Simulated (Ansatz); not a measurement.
## Nudged elastic band run: C4H3B

Input:

```yaml
crystal:
  periodic: [false, false, false]
  atoms:
    - { symbol: B, position_ang: [-0.542764, -0.424349, -1.306789] }
    - { symbol: C, position_ang: [-0.106294, 0.216901, 0.015525] }
    - { symbol: C, position_ang: [0.920858, 0.163654, 0.93921] }
    - { symbol: C, position_ang: [-0.126491, 0.019635, 1.92536] }
    - { symbol: C, position_ang: [-0.725516, 1.022649, 1.110319] }
    - { symbol: H, position_ang: [0.10683, -0.212055, -2.299026] }
    - { symbol: H, position_ang: [-1.527277, -1.114849, -1.347947] }
    - { symbol: H, position_ang: [2.000654, 0.328416, 0.963357] }
basis:
  gaussian: { orbitals: def2-SVP }
hamiltonian:
  xc: b3lyp
neb:
  order_check: false
  images: 5
  f_tol: 0.05
  max_iterations: 60
  initial_path: idpp
  final_atoms:
    - { symbol: B, position_ang: [-0.54274532, -0.42376611, -1.30643236] }
    - { symbol: C, position_ang: [-0.10779893, 0.21889627, 0.01540662] }
    - { symbol: C, position_ang: [0.92064163, 0.16457479, 0.93812842] }
    - { symbol: C, position_ang: [-0.12588666, 0.01668964, 1.92429415] }
    - { symbol: C, position_ang: [-0.72575164, 1.02201977, 1.1122942] }
    - { symbol: H, position_ang: [-1.52423619, -1.11880271, -1.34635393] }
    - { symbol: H, position_ang: [0.10549628, -0.20959836, -2.29923082] }
    - { symbol: H, position_ang: [2.00028083, 0.32998871, 0.96190273] }
```

Command:

```bash
$ ansatz run input.yaml --threads 1 --pin off --max-ram 2048MiB --backend cpu --events-out ev --progress --plain --runs-dir out
```

Output, in part (warnings, iteration lines, the closing report on the highest movable image, with atoms numbered from 0):

```
NEB end point (image 0): max|allowed force component| = 7.604e-3 eV/Å (the criterion of neb.relax_end_points is 1.000e-2)
NEB end point (image 6): max|allowed force component| = 6.416e-3 eV/Å (the criterion of neb.relax_end_points is 1.000e-2)
NEB iter   1: max|band force component| = 1.011e0 eV/Å  barrier→ = 0.2148 eV  barrier← = 0.2148 eV  Δτ_max = 0.0779 Å  (190 SCF iters)
NEB iter   2: max|band force component| = 6.889e-1 eV/Å  barrier→ = 0.1355 eV  barrier← = 0.1355 eV  Δτ_max = 0.2000 Å  (140 SCF iters)
NEB iter   3: max|band force component| = 1.399e0 eV/Å  barrier→ = 0.1396 eV  barrier← = 0.1396 eV  Δτ_max = 0.0963 Å  (151 SCF iters)
NEB iter   4: max|band force component| = 3.835e-1 eV/Å  barrier→ = 0.0977 eV  barrier← = 0.0977 eV  CI = image 3  Δτ_max = 0.0760 Å  (144 SCF iters)
NEB iter   5: max|band force component| = 6.940e-1 eV/Å  barrier→ = 0.0925 eV  barrier← = 0.0925 eV  CI = image 3  Δτ_max = 0.0381 Å  (143 SCF iters)
NEB iter   6: max|band force component| = 2.482e-1 eV/Å  barrier→ = 0.0920 eV  barrier← = 0.0920 eV  CI = image 3  Δτ_max = 0.0199 Å  (139 SCF iters)
NEB iter   7: max|band force component| = 7.837e-2 eV/Å  barrier→ = 0.0921 eV  barrier← = 0.0921 eV  CI = image 3  Δτ_max = 0.0291 Å  (135 SCF iters)
NEB iter   8: max|band force component| = 5.637e-2 eV/Å  barrier→ = 0.0927 eV  barrier← = 0.0927 eV  CI = image 3  Δτ_max = 0.0299 Å  (137 SCF iters)
NEB iter   9: max|band force component| = 4.142e-2 eV/Å  barrier→ = 0.0932 eV  barrier← = 0.0932 eV  CI = image 3  Δτ_max = 0.0141 Å  (139 SCF iters)
NEB iter  10: max|band force component| = 7.825e-2 eV/Å  barrier→ = 0.0934 eV  barrier← = 0.0934 eV  CI = image 3  Δτ_max = 0.0071 Å  (28 SCF iters)
NEB iter  11: max|band force component| = 7.285e-2 eV/Å  barrier→ = 0.0935 eV  barrier← = 0.0935 eV  CI = image 3  Δτ_max = 0.0071 Å  (124 SCF iters)
NEB iter  12: max|band force component| = 4.526e-2 eV/Å  barrier→ = 0.0933 eV  barrier← = 0.0933 eV  CI = image 3  Δτ_max = 0.0000 Å  (266 SCF iters)
Total energy: -4861.93147682 eV, -178.6726862376 hartree
Atom 0 at    -0.528298    -0.451784    -1.316400 Å, force    -0.028176    -0.045151     0.008925 eV/Å
Atom 1 at    -0.194859     0.127940     0.084024 Å, force     0.002665     0.025569    -0.012039 eV/Å
Atom 2 at     0.941055     0.366238     0.901097 Å, force    -0.018637    -0.010960    -0.001971 eV/Å
Atom 3 at     0.174137    -0.266422     1.905473 Å, force     0.021326    -0.006974     0.019393 eV/Å
Atom 4 at    -0.897834     0.527053     1.275897 Å, force     0.004473     0.004008    -0.012391 eV/Å
Atom 5 at     0.321328    -1.019181    -1.951710 Å, force     0.006248     0.012173    -0.005102 eV/Å
Atom 6 at    -1.636850    -0.295654    -1.756000 Å, force     0.013761     0.016110    -0.004234 eV/Å
Atom 7 at     1.821322     1.011813     0.857627 Å, force    -0.001660     0.005225     0.007419 eV/Å
Dipole moment:     0.451716     0.114725    -0.402615 e Å
```

The forces met the threshold. The band force fell under the threshold earlier too, but the program's further tests of the path sent the band on. A vibrational analysis at the climbing image gives one clearly imaginary mode, 181i cm⁻¹: a first-order saddle point.

Final band (atoms are numbered from 1 in the order of the input):

```
image  path coordinate (Å)  energy (kJ/mol)  dihedral H6–B1–C2–C3 (°)
    0                 0.00              0.0                       -67
    1                 0.56              2.1                       -39
    2                 1.12              6.8                       -13
    3                 1.68              9.0                        10
    4                 2.42              5.6                        40
    5                 3.17              2.2                        75
    6                 3.92              0.0                       113
```

The run took 3.1 min on 1 thread of Intel(R) Xeon(R) Processor @ 2.70GHz (shared host), peak memory 0.17 GiB.
